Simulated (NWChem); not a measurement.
# Total energies of HCu

```xyz
2

Cu     0.0000     0.0000     0.0488
H      0.0000     0.0000    -1.4145
```
Charge 0, spin multiplicity 1.

All runs are NWChem calculations. Structure: optimised with PBE/def2-SVP, a minimum by its harmonic frequencies.

Basis set: def2-QZVP (114 functions).

| method | total energy (Ha) | relative cost |
|---|---|---|
| RHF | -1639.51280 | 1 |
| MP2 | -1640.05793 | under 3 |
| B2PLYP | -1640.85568 | 3 |
| PBE | -1640.89056 | under 3 |
| B3LYP | -1641.18727 | under 3 |
| CAM-B3LYP | -1641.23417 | 20 |
| CCSD(T) | -1640.01638 | 100 |

Total energies of different functionals aren't comparable as a measure of quality: only differences taken within one method are. Costs are rough ratios of processor time within this set of runs, SCF included, with RHF as 1.

The correlated methods keep 9 core orbitals frozen. B3LYP has NWChem's definition, with VWN1-RPA local correlation. GW and range-separated runs recompute their integrals, the others keep them in memory, which bears on the times. The structure started from a generated list of species. Coupled-cluster values serve here as a point of comparison, not as the truth.
